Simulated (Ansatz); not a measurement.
Born–Oppenheimer molecular dynamics of AlCl2H6NSi (11 atoms, charge 0, multiplicity 1). It starts from a rough guess of a transition structure, not a stationary point.

All numbers below come from Ansatz, UKS revPBE-D4/STO-3G.

| Quantity | Value |
| --- | --- |
| ensemble | NVE (velocity Verlet) |
| time step | 0.5 fs |
| steps asked | 150 |
| starting velocities drawn for | 600 K |
| seed | 593012 |

Frames 1 fs apart, positions in Å, forces in eV/Å.

Velocities at 10.0 fs (Å/ps):

```
Al 11.19 8.62 10.34
Si -1.53 0.72 -5.31
Cl -0.49 -2.01 -1.32
Cl -3.03 1.11 -2.22
H 37.37 77.39 88.53
N -7.00 -20.99 0.46
H -2.93 -9.12 -34.78
H -26.80 1.24 -2.46
H 3.90 -3.03 -8.29
H -14.70 -1.53 -8.72
H -32.47 7.52 -44.85
```

```xyz
11
Properties=species:S:1:pos:R:3:forces:R:3 time_fs=10.0 energy_less_start_eV=-1.261 T=1679
Al -0.953 -0.424 -0.819 3.57 -0.79 1.67
Si 0.960 -0.898 0.891 -0.71 0.30 -0.28
Cl -0.379 -1.044 -2.755 -0.26 0.32 0.01
Cl -2.847 -0.855 -0.118 -0.83 0.16 0.10
H 0.070 1.252 0.375 1.05 -1.21 2.14
N -0.472 1.465 -0.463 -1.17 -0.73 0.05
H 2.389 -0.635 0.526 -0.80 -0.44 -0.42
H 1.112 -0.322 2.296 -0.87 -0.27 -1.07
H 0.772 -2.329 1.123 0.51 -0.11 0.17
H 0.249 2.025 -0.899 1.42 1.36 -2.46
H -1.110 2.156 -0.059 -1.90 1.40 0.09
11
Properties=species:S:1:pos:R:3:forces:R:3 time_fs=11.0 energy_less_start_eV=-1.479 T=1863
Al -0.941 -0.415 -0.808 3.36 -1.35 1.61
Si 0.958 -0.897 0.886 -0.76 0.07 -0.44
Cl -0.380 -1.046 -2.756 -0.30 0.40 0.16
Cl -2.850 -0.854 -0.120 -0.62 0.22 0.03
H 0.109 1.324 0.470 -0.97 -0.69 -0.96
N -0.479 1.444 -0.463 0.73 0.91 3.02
H 2.383 -0.646 0.489 -0.83 -0.37 -0.25
H 1.081 -0.322 2.288 -0.71 -0.23 -1.04
H 0.778 -2.332 1.116 0.49 -0.04 0.19
H 0.240 2.030 -0.919 0.74 0.61 -1.98
H -1.151 2.169 -0.104 -1.15 0.47 -0.34
11
Properties=species:S:1:pos:R:3:forces:R:3 time_fs=12.0 energy_less_start_eV=-1.405 T=1802
Al -0.928 -0.407 -0.797 3.06 -1.98 1.49
Si 0.956 -0.897 0.880 -0.93 -0.25 -0.74
Cl -0.380 -1.048 -2.757 -0.33 0.47 0.31
Cl -2.854 -0.852 -0.122 -0.40 0.27 -0.03
H 0.141 1.389 0.556 -2.08 -0.68 -2.82
N -0.486 1.424 -0.460 1.87 3.63 4.22
H 2.368 -0.660 0.450 -0.73 -0.25 -0.11
H 1.044 -0.324 2.271 -0.52 -0.11 -0.83
H 0.789 -2.336 1.110 0.46 0.04 0.19
H 0.239 2.039 -0.958 -0.30 -0.48 -1.03
H -1.203 2.187 -0.152 -0.11 -0.65 -0.65
11
Properties=species:S:1:pos:R:3:forces:R:3 time_fs=13.0 energy_less_start_eV=-1.205 T=1634
Al -0.914 -0.400 -0.785 2.71 -2.62 1.34
Si 0.954 -0.896 0.874 -1.19 -0.64 -1.12
Cl -0.381 -1.050 -2.758 -0.35 0.54 0.46
Cl -2.857 -0.851 -0.125 -0.17 0.33 -0.10
H 0.152 1.448 0.617 -2.49 -0.81 -3.64
N -0.491 1.406 -0.454 2.25 5.97 4.15
H 2.346 -0.677 0.410 -0.51 -0.11 -0.01
H 1.001 -0.327 2.245 -0.33 0.07 -0.47
H 0.805 -2.340 1.106 0.40 0.12 0.18
H 0.234 2.045 -1.007 -1.08 -1.36 -0.11
H -1.256 2.199 -0.206 0.75 -1.48 -0.69
11
Properties=species:S:1:pos:R:3:forces:R:3 time_fs=14.0 energy_less_start_eV=-1.116 T=1560
Al -0.899 -0.394 -0.773 2.35 -3.20 1.18
Si 0.951 -0.895 0.868 -1.50 -1.09 -1.54
Cl -0.382 -1.051 -2.759 -0.37 0.61 0.61
Cl -2.861 -0.850 -0.127 0.06 0.38 -0.16
H 0.140 1.499 0.642 -2.53 -0.91 -3.89
N -0.495 1.392 -0.446 2.15 7.40 3.51
H 2.320 -0.696 0.370 -0.21 0.05 0.04
H 0.956 -0.330 2.216 -0.15 0.29 -0.02
H 0.824 -2.342 1.104 0.33 0.17 0.16
H 0.220 2.038 -1.057 -1.40 -1.82 0.59
H -1.301 2.196 -0.267 1.29 -1.89 -0.49
11
Properties=species:S:1:pos:R:3:forces:R:3 time_fs=15.0 energy_less_start_eV=-1.276 T=1696
Al -0.883 -0.389 -0.760 1.98 -3.69 1.03
Si 0.948 -0.895 0.862 -1.79 -1.51 -1.90
Cl -0.383 -1.053 -2.760 -0.37 0.69 0.74
Cl -2.864 -0.848 -0.129 0.29 0.44 -0.21
H 0.104 1.542 0.631 -2.31 -0.93 -3.69
N -0.498 1.383 -0.435 1.66 7.89 2.51
H 2.292 -0.713 0.330 0.12 0.22 0.07
H 0.908 -0.330 2.186 0.00 0.51 0.41
H 0.847 -2.343 1.103 0.25 0.20 0.15
H 0.192 2.013 -1.101 -1.32 -1.89 1.02
H -1.335 2.176 -0.332 1.49 -1.93 -0.14
11
Properties=species:S:1:pos:R:3:forces:R:3 time_fs=16.0 energy_less_start_eV=-1.648 T=2012
Al -0.867 -0.385 -0.747 1.63 -4.04 0.91
Si 0.944 -0.896 0.854 -1.98 -1.83 -2.08
Cl -0.384 -1.054 -2.761 -0.37 0.76 0.87
Cl -2.868 -0.847 -0.132 0.50 0.50 -0.26
H 0.046 1.575 0.584 -1.60 -0.76 -2.64
N -0.499 1.379 -0.422 0.64 7.41 0.87
H 2.264 -0.729 0.290 0.41 0.38 0.09
H 0.861 -0.325 2.160 0.12 0.67 0.69
H 0.871 -2.341 1.104 0.17 0.19 0.15
H 0.152 1.971 -1.136 -0.87 -1.63 1.14
H -1.355 2.138 -0.399 1.35 -1.65 0.25
11
Properties=species:S:1:pos:R:3:forces:R:3 time_fs=17.0 energy_less_start_eV=-1.938 T=2254
Al -0.849 -0.382 -0.734 1.27 -4.25 0.80
Si 0.940 -0.897 0.846 -2.03 -1.96 -2.02
Cl -0.385 -1.055 -2.761 -0.37 0.83 0.99
Cl -2.871 -0.845 -0.134 0.71 0.55 -0.30
H -0.027 1.602 0.514 -0.01 -0.13 0.13
N -0.500 1.381 -0.409 -1.23 5.74 -2.11
H 2.241 -0.740 0.252 0.60 0.51 0.12
H 0.815 -0.313 2.140 0.24 0.72 0.74
H 0.898 -2.338 1.107 0.09 0.14 0.17
H 0.104 1.913 -1.160 -0.08 -1.08 0.88
H -1.362 2.083 -0.463 0.81 -1.08 0.60
11
Properties=species:S:1:pos:R:3:forces:R:3 time_fs=18.0 energy_less_start_eV=-1.743 T=2090
Al -0.832 -0.382 -0.720 0.90 -4.38 0.71
Si 0.935 -0.898 0.837 -1.90 -1.91 -1.72
Cl -0.386 -1.056 -2.762 -0.36 0.91 1.10
Cl -2.874 -0.843 -0.137 0.92 0.60 -0.34
H -0.099 1.628 0.446 2.39 1.27 4.84
N -0.502 1.386 -0.398 -3.74 2.78 -6.49
H 2.223 -0.747 0.215 0.64 0.61 0.19
H 0.771 -0.295 2.128 0.36 0.64 0.52
H 0.925 -2.334 1.111 0.01 0.06 0.19
H 0.055 1.845 -1.176 0.96 -0.33 0.20
H -1.361 2.019 -0.521 -0.18 -0.25 0.79
11
Properties=species:S:1:pos:R:3:forces:R:3 time_fs=19.0 energy_less_start_eV=-1.419 T=1824
Al -0.814 -0.382 -0.706 0.47 -4.48 0.61
Si 0.929 -0.901 0.828 -1.60 -1.72 -1.27
Cl -0.387 -1.056 -2.761 -0.35 0.97 1.20
Cl -2.877 -0.841 -0.139 1.11 0.65 -0.37
H -0.149 1.666 0.423 3.50 2.41 7.32
N -0.506 1.394 -0.391 -4.69 -0.03 -8.21
H 2.211 -0.748 0.179 0.53 0.67 0.31
H 0.731 -0.270 2.120 0.49 0.45 0.14
H 0.953 -2.329 1.116 -0.05 -0.02 0.22
H 0.016 1.774 -1.190 2.00 0.45 -0.69
H -1.363 1.952 -0.572 -1.41 0.65 0.74
11
Properties=species:S:1:pos:R:3:forces:R:3 time_fs=20.0 energy_less_start_eV=-1.619 T=1984
Al -0.796 -0.384 -0.692 -0.02 -4.55 0.45
Si 0.922 -0.904 0.818 -1.17 -1.47 -0.76
Cl -0.389 -1.056 -2.761 -0.33 1.02 1.29
Cl -2.879 -0.839 -0.142 1.28 0.67 -0.39
H -0.168 1.725 0.466 1.90 1.52 3.65
N -0.514 1.401 -0.389 -2.83 -0.28 -4.11
H 2.204 -0.743 0.147 0.31 0.69 0.46
H 0.696 -0.242 2.113 0.62 0.22 -0.28
H 0.980 -2.325 1.124 -0.10 -0.08 0.24
H -0.005 1.707 -1.210 2.54 0.97 -1.13
H -1.377 1.892 -0.616 -2.22 1.29 0.58
11
Properties=species:S:1:pos:R:3:forces:R:3 time_fs=21.0 energy_less_start_eV=-1.746 T=2092
Al -0.777 -0.388 -0.678 -0.55 -4.53 0.24
Si 0.916 -0.907 0.808 -0.64 -1.23 -0.26
Cl -0.390 -1.056 -2.760 -0.30 1.07 1.37
Cl -2.881 -0.836 -0.144 1.45 0.69 -0.40
H -0.168 1.799 0.543 0.06 -0.11 -1.01
N -0.523 1.409 -0.390 -0.97 1.07 -0.17
H 2.201 -0.731 0.119 0.06 0.67 0.61
H 0.666 -0.211 2.104 0.73 -0.01 -0.63
H 1.006 -2.321 1.134 -0.13 -0.10 0.25
H -0.002 1.649 -1.241 2.17 1.13 -0.56
H -1.412 1.843 -0.655 -1.87 1.37 0.56
```

Of the whole run (75 fs, mean temperature of the second half 1788 K): The conserved energy stayed within 1.4 meV per atom of its start (net change 0.14 meV per atom), so the integration is sound. The system heated up, since it started high on the potential surface and ran downhill. A run of 0.075 ps of so small a system gives no equilibrium averages. The orbitals stay closed-shell, which can raise the energy where a bond breaks towards radicals; this wasn't checked here. Limits of this set-up: minimal basis.

Run time: 8.7 min on 1 thread of Arm Neoverse V2 (shared host), peak memory 0.13 GiB.
